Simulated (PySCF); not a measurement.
(E)-2-chloro-1-fluoroprop-1-ene (C3H4ClF), SMILES C/C(Cl)=C\F.

Coordinates come from a PBE0-D3(BJ)/def2-SVP optimisation.

The numbers are results of PySCF with SMD-B3LYP/6-31G*, not measurements.

Solvation free energies are E(SMD) − E(gas) at the gas-phase geometry, for 1 M in both phases. In vacuum the dipole moment is 0.57 D.

```json
[
 {"solvent": "water", "ΔG(solv) (kcal/mol)": "1.0", "its non-electrostatic (CDS) part": "3.6", "dipole (D)": "0.71"},
 {"solvent": "benzene", "ΔG(solv) (kcal/mol)": "-2.6", "its non-electrostatic (CDS) part": "-1.3", "dipole (D)": "0.64"},
 {"solvent": "ethanol", "ΔG(solv) (kcal/mol)": "-2.7", "its non-electrostatic (CDS) part": "-0.1", "dipole (D)": "0.71"}
]
```
